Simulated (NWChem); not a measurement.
Everything below was run with NWChem. System: 1,1-difluoroethane (C2H4F2), charge 0, spin multiplicity 1, at a geometry optimised with PBE0/def2-SVP. Level: MP2/def2-TZVP, 4 core orbitals frozen.

Job file:

```
start mol
memory heap 200 mb stack 900 mb global 1100 mb
geometry units angstroms nocenter noautoz
  C     -0.279780     1.338203     0.000000
  C     -0.318965    -0.161601     0.000000
  F      0.318503    -0.645632    -1.092215
  F      0.318503    -0.645632     1.092215
  H      0.767913     1.671213     0.000000
  H     -0.781686     1.731531    -0.894476
  H     -0.781686     1.731531     0.894476
  H     -1.345130    -0.572503     0.000000
  symmetry group Cs
end
basis spherical
  * library def2-tzvp
end
scf
  rhf
  nopen 0
  maxiter 100
  thresh 1e-7
  semidirect memsize 60000000 filesize 0
end
mp2
  freeze core 4
end
task mp2 energy
```

Part of the output:

```
             Northwest Computational Chemistry Package (NWChem) 7.3.0
             --------------------------------------------------------

                                NWChem Input Module
                                -------------------

 Scaling coordinates for geometry "geometry" by  1.889725989
 (inverse scale =  0.529177249)

 Turning off AUTOSYM since
 SYMMETRY directive was detected!

                             Geometry "geometry" -> ""
                             -------------------------

 Output coordinates in angstroms (scale by  1.889725989 to convert to a.u.)

  No.       Tag          Charge          X              Y              Z
 ---- ---------------- ---------- -------------- -------------- --------------
    1 C                    6.0000    -0.27978000     1.33820300     0.00000000
    2 C                    6.0000    -0.31896500    -0.16160100     0.00000000
    3 F                    9.0000     0.31850300    -0.64563200    -1.09221500
    4 F                    9.0000     0.31850300    -0.64563200     1.09221500
    5 H                    1.0000     0.76791300     1.67121300     0.00000000
    6 H                    1.0000    -0.78168600     1.73153100    -0.89447600
    7 H                    1.0000    -0.78168600     1.73153100     0.89447600
    8 H                    1.0000    -1.34513000    -0.57250300     0.00000000

 Effective nuclear repulsion energy (a.u.)     132.8145412840

            Nuclear Dipole moment (a.u.)
            ----------------------------
        X                 Y               Z
 ---------------- ---------------- ----------------
    -0.0000094486     0.0000151178     0.0000000000

      Symmetry information
      --------------------

 Group name             Cs
 Group number              2
 Group order               2
 No. of unique centers     6

      Symmetry unique atoms

     1    2    3    5    6    8


 Summary of "ao basis" -> "" (spherical)
 ------------------------------------------------------------------------------
       Tag                 Description            Shells   Functions and Types
[...]
     1   1 0 0     -0.661426      0.000000     -0.000009
     1   0 1 0      0.667724      0.000000      0.000015
     1   0 0 1      0.000000      0.000000      0.000000

     2   2 0 0    -16.177207      0.000000     23.309119
     2   1 1 0      0.661288      0.000000    -22.469770
     2   1 0 1     -0.000000      0.000000      0.000000
     2   0 2 0    -16.730505      0.000000     98.281607
     2   0 1 1      0.000000      0.000000      0.000000
     2   0 0 2    -18.995784      0.000000     82.395094

                   NWChem MP2 Semi-direct Energy/Gradient Module
                   ---------------------------------------------

  Basis functions       =    148
  Molecular orbitals    =    148
  Frozen core           =      4
  Frozen virtuals       =      0
  Active alpha occupied =     13
  Active beta occupied  =     13
  Active alpha virtual  =    131
  Active beta virtual   =    131
  Use MO symmetry       = T
  Use skeleton AO sym   = T

  AO/Fock/Back tols     =   1.0D-09  1.0D-09  1.0D-09

 GA uses MA = F    GA memory limited = T

 Available:
  local mem=  1.26D+08
 global mem=  1.44D+08
 local disk=  0.00D+00
  mp2_memr nvloc                   131
  nvloc new                   131
   1 passes of  13:        5242880                     129800                  62924857.
   1 passes of  13: M    126151308           G      144135392           F     120908428.

 Semi-direct pass number   1 of   1  for RHF alpha+beta  at        5.8s
  vrange nnbf                 10861
  mp2_eaftype                   240  avail_ma_in_mb                  1099
 EAF : mp2_eaftype filesize         240   31462429.
  mp2_eaf for mointskh                    240
Node 0 wrote    148.0 Mb in      0.0 s     Agg I/O rate:  3439.4 Mb/s
 Done moints_semi at       11.8s
  mp2_eaftype                   240  avail_ma_in_mb                   859
 EAF : mp2_eaftype filesize         240   31462429.
  mp2_eaf for kh                   240
 Done maket at       12.2s
 Done multipass loop at       12.2s

          -------------------------------------------
          SCF energy                -277.067449050566
          Correlation energy          -0.830377470714
          Singlet pairs               -0.520477275039
          Triplet pairs               -0.309900195675
          Total MP2 energy          -277.897826521280
          -------------------------------------------

          ---------------------------------------------------
                    Spin Component Scaled (SCS) MP2
          Same spin pairs                     -0.206600130450
          Same spin scaling factor             0.333333333333
          Opposite spin pairs                 -0.623777340264
          Opposite spin scaling fact.          1.200000000000
          SCS-MP2 correlation energy          -0.817399518467
          Total SCS-MP2 energy              -277.884848569033
          ---------------------------------------------------

 -----------------------
 Performance information
 -----------------------

 Timer overhead =  9.57D-08 seconds/call

               Nr. of calls         CPU time (s)                 Wall time (s)                GFlops
             ---------------    -------------------     ------------------------------   -------------------
Name         Min   Avg   Max    Min     Avg     Max     Min     Avg     Max   Mx/calls   Min     Max     Sum
mp2: moin     1     1     1    6.0     6.0     6.0      6.0     6.0     6.0     6.0      0.0     0.0     0.0
mp2: make     1     1     1   0.37    0.37    0.37     0.37    0.37    0.37    0.37      0.0     0.0     0.0
mp2: tota     1     1     1    6.4     6.4     6.4      6.4     6.4     6.4     6.4      0.0     0.0     0.0

 The average no. of pstat calls per process was 3.00D+00
 with a timing overhead of 2.87D-07s

 Task  times  cpu:       12.2s     wall:       12.2s

 Total times  cpu:       12.2s     wall:       12.2s
```
